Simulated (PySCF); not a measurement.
C₂H₁₀OSi₃, SMILES O=CC[SiH2][SiH2][SiH3].

Geometry optimised at B3LYP-D3(BJ)/def2-SVP. This is a generated structure with no PubChem entry under its InChIKey; it may be hypothetical. Other conformers were not sampled.

Method: PySCF with SMD-PBE0/6-31G*.

Solvation free energies are E(SMD) − E(gas) at the gas-phase geometry, for 1 M in both phases. In vacuum the dipole moment is 2.72 D.

```csv
solvent,ΔG(solv) (kcal/mol),its non-electrostatic (CDS) part,dipole (D)
water,-0.3,6.3,3.76
2-propanol,-4.8,0.8,3.56
diethylether,-4.7,-1.9,3.11
```
